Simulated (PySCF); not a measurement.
Dissociation curve of HF3Si, SMILES F[SiH](F)F. The Si2–H5 bond (Si2 also carries F, F, F; H5 carries nothing else) is stretched with both fragments frozen at the PBE0/def2-TZVP optimised geometry.

- UCCSD(T) = CCSD(T) on UHF/cc-pVDZ, 8 core orbitals frozen (PySCF)
- UKS-B3LYP/6-31G* = unrestricted B3LYP/6-31G*, spherical d (PySCF)
- UKS-M06-2X/6-31G* = unrestricted M06-2X/6-31G*, spherical d run with PySCF

Energies are in kcal/mol, each relative to the lowest point of its own curve near equilibrium.

```tsv
R / Å	UCCSD(T)	UKS-B3LYP/6-31G*	UKS-M06-2X/6-31G*
1.16	34.3	35.8	35.3
1.26	13.2	13.7	13.3
1.33	5.2	5.3	5.0
1.39	1.5	1.5	1.3
1.41	0.8	0.8	0.6
1.46	0.0	0.0	0.0
1.49	0.1	0.1	0.2
1.55	1.5	1.5	1.8
1.61	4.0	4.0	4.6
1.68	8.1	8.0	9.0
1.83	19.3	19.1	21.0
1.98	31.9	31.8	34.6
2.21	50.9	51.5	55.6
2.42	66.2	68.1	73.6
2.60	77.1	80.3	85.4
2.90	90.6	92.8	95.4
3.25	98.2	99.6	100.2
3.56	100.3	102.2	101.9
3.91	101.0	103.5	—
4.42	101.3	104.1	—
5.07	101.4	104.4	—
```

At the longest distance, 5.07 Å, UKS-B3LYP/6-31G* lies highest above its minimum (104.4 kcal/mol) and UCCSD(T) lowest (101.4 kcal/mol).

A dash means that the run gave no value there, or that the column was ended at a point which the program doubted or which failed a test of continuity chosen for this set; such a test can also cut sound points.

The unrestricted determinant behind UCCSD(T) is spin-contaminated at 2.21 to 5.07 Å (<S²> up to 1.0, against 0.00 for a pure singlet). The unrestricted determinant behind UKS-B3LYP/6-31G* is spin-contaminated at 2.60 to 5.07 Å (<S²> up to 1.0, against 0.00 for a pure singlet). The unrestricted determinant behind UKS-M06-2X/6-31G* is spin-contaminated at 2.60 to 3.56, 4.42 to 5.07 Å (<S²> up to 1.0, against 0.00 for a pure singlet).
